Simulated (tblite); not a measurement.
A geometry optimisation, step by step.

Compound: C2H12FPSi3.
Numbering: `[F:1][Si@:2]([SiH3:3])([PH2:4])[CH2:5][CH2:6][SiH3:7]` (hydrogens: H8, H9, H10 on Si3; H11, H12 on P4; H13, H14 on C5; H15, H16 on C6; H17, H18, H19 on Si7)

Computed with GFN2-xTB (tblite), gas phase: L-BFGS steps from a force-field or distance-geometry start until the largest atomic force falls under 0.01 eV/Å. 7 of its 275 geometries are shown.

Step 0: E = -621.5690 eV, largest atomic force 2.229 eV/Å
```
atom  x, y, z in Å  |  force x, y, z in eV/Å
F1     -1.056    1.163   -1.878    0.023  -0.138   0.626
Si2    -1.232    0.683   -0.301    0.780   0.921  -0.534
Si3    -2.304   -1.268   -0.185   -0.584  -1.302  -0.172
P4     -2.160    2.266    0.875   -1.217   1.543   1.052
C5      0.468    0.323    0.464   -0.471   0.468  -0.449
C6      1.206   -0.429   -0.634    0.031   0.494  -0.558
Si7     2.901   -0.809    0.038    0.621  -0.855   0.332
H8     -1.758   -2.111    0.903   -0.117   0.139  -0.163
H9     -2.012   -1.992   -1.438   -0.199  -0.076   0.152
H10    -3.746   -1.139    0.015    0.005  -0.085  -0.026
H11    -2.299    3.418   -0.005    0.753  -0.875   0.864
H12    -1.211    2.664    1.915   -0.421  -0.037  -1.437
H13     0.356   -0.260    1.399    0.291   0.443  -0.479
H14     0.997    1.279    0.627   -0.095  -0.539   0.382
H15     0.652   -1.319   -0.967    0.147   0.317   0.099
H16     1.298    0.274   -1.499   -0.183  -0.710   0.483
H17     3.087   -0.028    1.265    0.160  -0.037  -0.034
H18     2.925   -2.256    0.369    0.137   0.322  -0.028
H19     3.875   -0.451   -0.972    0.339   0.008  -0.110
```

Step 46: E = -622.4105 eV, largest atomic force 0.057 eV/Å
```
atom  x, y, z in Å  |  force x, y, z in eV/Å
F1     -1.189    1.218   -1.672    0.007   0.005   0.012
Si2    -1.325    0.674   -0.134    0.016  -0.029  -0.017
Si3    -2.458   -1.356   -0.254    0.023   0.051  -0.009
P4     -2.398    2.340    0.974   -0.024  -0.016   0.019
C5      0.498    0.468    0.428   -0.007  -0.008  -0.011
C6      1.293   -0.367   -0.578   -0.018  -0.003   0.008
Si7     3.037   -0.850    0.035   -0.030   0.018  -0.002
H8     -1.972   -2.277    0.778    0.004   0.008  -0.004
H9     -2.228   -2.011   -1.543   -0.008  -0.007  -0.001
H10    -3.904   -1.217   -0.081   -0.002  -0.001   0.001
H11    -2.084    3.296    0.029    0.010   0.007  -0.016
H12    -1.309    2.679    1.754    0.006   0.002   0.028
H13     0.514   -0.015    1.409    0.004  -0.004  -0.021
H14     0.989    1.437    0.556   -0.016  -0.017  -0.009
H15     0.733   -1.277   -0.809   -0.007   0.002   0.006
H16     1.355    0.193   -1.513    0.015  -0.025   0.009
H17     3.379   -0.043    1.208    0.020   0.036   0.011
H18     3.036   -2.261    0.424    0.001  -0.010   0.009
H19     4.024   -0.622   -1.019    0.007  -0.006  -0.015
```

Step 91: E = -622.4784 eV, largest atomic force 0.260 eV/Å
```
atom  x, y, z in Å  |  force x, y, z in eV/Å
F1     -1.119    1.356   -1.692   -0.030  -0.017   0.041
Si2    -1.321    0.686   -0.213    0.015   0.041   0.044
Si3    -2.534   -1.275   -0.495    0.053   0.028  -0.052
P4     -2.403    2.280    0.989    0.096   0.068   0.002
C5      0.484    0.450    0.393   -0.010   0.005   0.016
C6      1.253   -0.573   -0.448    0.022   0.036   0.006
Si7     3.098   -0.687    0.018    0.169   0.020   0.142
H8     -2.016   -2.353    0.353   -0.001   0.002   0.042
H9     -2.408   -1.749   -1.873   -0.038  -0.023  -0.029
H10    -3.953   -1.099   -0.186   -0.002  -0.019  -0.002
H11    -1.556    3.311    0.606   -0.043  -0.103   0.034
H12    -1.683    2.043    2.151   -0.052   0.006  -0.080
H13     0.477    0.135    1.440    0.060   0.000  -0.055
H14     0.997    1.417    0.364    0.029  -0.066  -0.017
H15     0.767   -1.546   -0.351    0.041   0.005  -0.006
H16     1.181   -0.300   -1.503   -0.054   0.033   0.014
H17     3.680    0.668    0.022   -0.079  -0.148  -0.028
H18     3.232   -1.237    1.385   -0.039   0.045  -0.253
H19     3.814   -1.518   -0.968   -0.136   0.085   0.179
```

Step 137: E = -622.5140 eV, largest atomic force 0.122 eV/Å
```
atom  x, y, z in Å  |  force x, y, z in eV/Å
F1     -1.083    1.369   -1.752   -0.019  -0.006  -0.003
Si2    -1.273    0.758   -0.249    0.033   0.014   0.018
Si3    -2.453   -1.234   -0.430    0.030  -0.036   0.013
P4     -2.432    2.382    0.808    0.069   0.024   0.098
C5      0.544    0.534    0.328   -0.008   0.013  -0.002
C6      1.270   -0.501   -0.531   -0.019   0.007  -0.004
Si7     3.082   -0.733   -0.003    0.043  -0.007   0.013
H8     -1.913   -2.243    0.493   -0.007   0.014  -0.029
H9     -2.360   -1.784   -1.781    0.000  -0.037  -0.017
H10    -3.870   -1.078   -0.104   -0.017   0.012   0.003
H11    -1.324    3.137    1.154   -0.019  -0.008  -0.012
H12    -2.420    1.720    2.027   -0.020   0.019  -0.065
H13     0.584    0.226    1.375   -0.028   0.013  -0.005
H14     1.080    1.485    0.265   -0.036   0.022   0.001
H15     0.743   -1.456   -0.464   -0.005  -0.004  -0.022
H16     1.217   -0.192   -1.577    0.007  -0.026   0.017
H17     3.823    0.516   -0.205   -0.025  -0.036  -0.005
H18     3.100   -1.077    1.422    0.015  -0.003   0.001
H19     3.676   -1.819   -0.783    0.008   0.027  -0.002
```

Step 183: E = -622.5300 eV, largest atomic force 0.028 eV/Å
```
atom  x, y, z in Å  |  force x, y, z in eV/Å
F1     -1.169    1.337   -1.835   -0.002   0.000   0.001
Si2    -1.265    0.810   -0.293   -0.004  -0.009  -0.004
Si3    -2.412   -1.216   -0.354   -0.003   0.015  -0.023
P4     -2.201    2.560    0.788    0.006  -0.015   0.008
C5      0.568    0.604    0.224   -0.008   0.014   0.011
C6      1.277   -0.484   -0.582   -0.007   0.010   0.007
Si7     3.062   -0.772    0.012    0.007   0.000  -0.003
H8     -1.875   -2.141    0.651   -0.005  -0.006   0.004
H9     -2.287   -1.873   -1.657    0.003   0.003   0.016
H10    -3.841   -1.055   -0.073    0.004   0.004   0.005
H11    -1.167    2.711    1.697   -0.019  -0.016  -0.005
H12    -2.921    1.761    1.661    0.001   0.019  -0.009
H13     0.631    0.370    1.289    0.001  -0.013   0.002
H14     1.092    1.552    0.085    0.011   0.002   0.005
H15     0.713   -1.417   -0.506   -0.001   0.003  -0.007
H16     1.264   -0.203   -1.637    0.004  -0.008   0.001
H17     3.781    0.503    0.045   -0.001  -0.003  -0.009
H18     3.005   -1.330    1.367    0.013   0.007  -0.001
H19     3.735   -1.707   -0.889   -0.002  -0.005   0.002
```

Step 228: E = -622.5575 eV, largest atomic force 0.060 eV/Å
```
atom  x, y, z in Å  |  force x, y, z in eV/Å
F1     -1.115    1.323   -1.739    0.019   0.002   0.018
Si2    -1.191    0.780   -0.200   -0.005  -0.020   0.006
Si3    -2.492   -1.152   -0.309    0.018   0.009   0.029
P4     -1.925    2.577    0.950   -0.041  -0.013   0.017
C5      0.640    0.527    0.298   -0.015   0.011  -0.006
C6      1.323   -0.583   -0.497   -0.012   0.006  -0.019
Si7     3.194   -0.659   -0.156    0.009   0.015  -0.057
H8     -2.178   -2.061    0.796    0.011  -0.013   0.017
H9     -2.299   -1.895   -1.553    0.022  -0.013  -0.033
H10    -3.919   -0.834   -0.209   -0.029   0.004   0.005
H11    -1.693    2.000    2.187    0.000  -0.002  -0.006
H12    -3.252    2.176    0.956    0.032   0.026  -0.016
H13     0.722    0.309    1.364   -0.011   0.018   0.002
H14     1.171    1.469    0.134    0.005   0.009   0.007
H15     0.850   -1.538   -0.260    0.001  -0.003  -0.019
H16     1.156   -0.412   -1.562   -0.008  -0.003  -0.014
H17     3.774    0.652   -0.457    0.007  -0.020   0.022
H18     3.407   -0.991    1.253    0.008   0.006   0.052
H19     3.814   -1.680   -1.001   -0.011  -0.019  -0.006
```

Step 274: E = -622.5692 eV, largest atomic force 0.008 eV/Å
```
atom  x, y, z in Å  |  force x, y, z in eV/Å
F1     -1.155    1.333   -1.693    0.000   0.005   0.000
Si2    -1.186    0.803   -0.147   -0.002  -0.001  -0.002
Si3    -2.399   -1.189   -0.192    0.004  -0.007   0.001
P4     -1.931    2.602    0.991    0.001  -0.005   0.005
C5      0.658    0.566    0.295   -0.001   0.001  -0.002
C6      1.315   -0.504   -0.576    0.001   0.001   0.002
Si7     3.167   -0.723   -0.195    0.003   0.003   0.002
H8     -2.072   -2.017    0.975    0.001   0.002  -0.003
H9     -2.111   -1.985   -1.386   -0.001   0.000  -0.001
H10    -3.846   -0.952   -0.160   -0.006   0.000   0.002
H11    -2.010    1.927    2.197   -0.003   0.002  -0.003
H12    -3.265    2.363    0.706    0.003   0.002   0.001
H13     0.765    0.295    1.348   -0.001   0.005   0.000
H14     1.186    1.514    0.166    0.003  -0.002  -0.001
H15     0.792   -1.454   -0.436   -0.001   0.002   0.002
H16     1.183   -0.234   -1.625   -0.002  -0.003   0.000
H17     3.863    0.546   -0.415   -0.001   0.000  -0.004
H18     3.317   -1.119    1.208   -0.002  -0.004  -0.005
H19     3.719   -1.760   -1.069    0.002   0.000   0.006
```

Question: Summarise the path.

Answer: The energy falls by 23.06 kcal/mol from step 0 to step 274; nine tenths of that is first reached at step 89. It rises by more than 0.2 meV at step 131. The largest force goes from 2.229 to 0.008 eV/Å. Among the bonds Si2–Si3 changes most, from 2.229 to 2.332 Å; the atoms move by 1.074 Å rms after alignment.

Question: Follow the three bonds and two angles with the largest change from start to end.

Answer: 
| step | E above end (kcal/mol) | largest force (eV/Å) | Si2–Si3 (Å) | P4–H12 (Å) | Si2–P4 (Å) | H11–P4–H12 (°) | Si2–P4–H12 (°) |
| --- | --- | --- | --- | --- | --- | --- | --- |
| 0 | 23.06 | 2.229 | 2.229 | 1.462 | 2.180 | 106.1 | 107.7 |
| 12 | 5.05 | 0.323 | 2.321 | 1.376 | 2.267 | 91.2 | 92.7 |
| 24 | 4.09 | 0.092 | 2.320 | 1.384 | 2.270 | 91.6 | 95.2 |
| 36 | 3.74 | 0.078 | 2.322 | 1.382 | 2.270 | 92.3 | 95.3 |
| 48 | 3.64 | 0.043 | 2.327 | 1.383 | 2.273 | 92.2 | 94.6 |
| 60 | 3.45 | 0.082 | 2.324 | 1.384 | 2.275 | 92.1 | 95.8 |
| 71 | 3.09 | 0.088 | 2.320 | 1.381 | 2.272 | 92.6 | 95.1 |
| 83 | 2.66 | 0.090 | 2.323 | 1.382 | 2.270 | 92.6 | 94.9 |
| 95 | 1.85 | 0.088 | 2.322 | 1.385 | 2.267 | 92.3 | 94.3 |
| 107 | 1.72 | 0.035 | 2.324 | 1.382 | 2.265 | 92.3 | 94.0 |
| 119 | 1.57 | 0.058 | 2.325 | 1.384 | 2.268 | 92.2 | 95.2 |
| 131 | 1.40 | 0.209 | 2.325 | 1.391 | 2.256 | 92.9 | 94.2 |
| 143 | 1.19 | 0.034 | 2.327 | 1.385 | 2.260 | 92.5 | 93.3 |
| 155 | 1.11 | 0.066 | 2.327 | 1.384 | 2.261 | 92.0 | 93.5 |
| 167 | 0.98 | 0.084 | 2.327 | 1.385 | 2.257 | 92.1 | 93.8 |
| 179 | 0.91 | 0.031 | 2.327 | 1.385 | 2.259 | 92.1 | 94.1 |
| 191 | 0.81 | 0.077 | 2.327 | 1.385 | 2.260 | 92.3 | 94.1 |
| 203 | 0.57 | 0.057 | 2.329 | 1.386 | 2.258 | 91.9 | 94.6 |
| 214 | 0.46 | 0.064 | 2.329 | 1.386 | 2.257 | 92.1 | 95.0 |
| 226 | 0.31 | 0.042 | 2.329 | 1.385 | 2.256 | 92.4 | 94.9 |
| 238 | 0.15 | 0.054 | 2.333 | 1.381 | 2.253 | 92.2 | 94.8 |
| 250 | 0.04 | 0.044 | 2.333 | 1.384 | 2.255 | 92.5 | 94.6 |
| 262 | 0.02 | 0.020 | 2.332 | 1.384 | 2.256 | 92.4 | 94.5 |
| 274 | 0.00 | 0.008 | 2.332 | 1.384 | 2.255 | 92.3 | 94.4 |

The cost below is that of the whole relaxation. On an Arm Neoverse N1 with one thread, no GPU, on a shared host, this took 4.8 s.
